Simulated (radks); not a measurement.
Isoelectronic series with 47 electrons, each ion in its NIST ground configuration. Method: scalar-relativistic Kohn-Sham, PBE, spin-unpolarised, spherical densities, finite nucleus; Fermi nuclear charge, rms radius of each element as measured or else 0.836 A^(1/3) + 0.57 fm; computed with a radial shooting solver on a logarithmic mesh with Libxc functionals. Total energies (hartree) and mean radii <r> (bohr) (* marks an orbital that is empty in some or all of the ions):

Ag: configuration [Kr] 4d10 5s1; E (hartree) -5315.92520; 5s* 3.166; 4d 1.418; 4p 1.001
Cd+: configuration [Kr] 4d10 5s1; E (hartree) -5594.18681; 5s* 2.650; 4d 1.272; 4p 0.9603
In2+: configuration [Kr] 4d10 5s1; E (hartree) -5880.59013; 5s* 2.341; 4d 1.165; 4p 0.9214
Sn3+: configuration [Kr] 4d10 5s1; E (hartree) -6175.13758; 5s* 2.121; 4d 1.081; 4p 0.8847
Sb4+: configuration [Kr] 4d10 5s1; E (hartree) -6477.85121; 5s* 1.951; 4d 1.011; 4p 0.8503
Te5+: configuration [Kr] 4d10 5s1; E (hartree) -6788.75582; 5s* 1.814; 4d 0.9523; 4p 0.8181
I6+: configuration [Kr] 4d10 5s1; E (hartree) -7107.89199; 5s* 1.698; 4d 0.9014; 4p 0.7881
Xe7+: configuration [Kr] 4d10 5s1; E (hartree) -7435.29083; 5s* 1.600; 4d 0.8568; 4p 0.7602
Cs8+: configuration [Kr] 4d10 5s1; E (hartree) -7770.9979; 5s* 1.514; 4d 0.8170; 4p 0.7340
Ba9+: configuration [Kr] 4d10 5s1; E (hartree) -8115.0543; 5s* 1.439; 4d 0.7814; 4p 0.7096
La10+: configuration [Kr] 4d10 5s1; E (hartree) -8467.5108; 5s* 1.372; 4d 0.7492; 4p 0.6867
Ce11+: configuration [Kr] 4d10 5s1; E (hartree) -8828.4147; 5s* 1.311; 4d 0.7198; 4p 0.6652
Pr12+: configuration [Kr] 4d10 5s1; E (hartree) -9197.8202; 5s* 1.257; 4d 0.6929; 4p 0.6450
Nd13+: configuration [Kr] 4d10 5s1; E (hartree) -9575.7797; 5s* 1.207; 4d 0.6682; 4p 0.6260
Pm14+: configuration [Kr] 4d10 5s1; E (hartree) -9962.3451; 5s* 1.161; 4d 0.6453; 4p 0.6081
Sm15+: configuration [Kr] 4d10 4f1; E (hartree) -10357.7866; 5s* 1.127; 4d 0.6290; 4p 0.5941
Eu16+: configuration [Kr] 4d10 4f1; E (hartree) -10762.0472; 5s* 1.087; 4d 0.6090; 4p 0.5780
Gd17+: configuration [Kr] 4d10 4f1; E (hartree) -11175.1204; 5s* 1.050; 4d 0.5902; 4p 0.5627
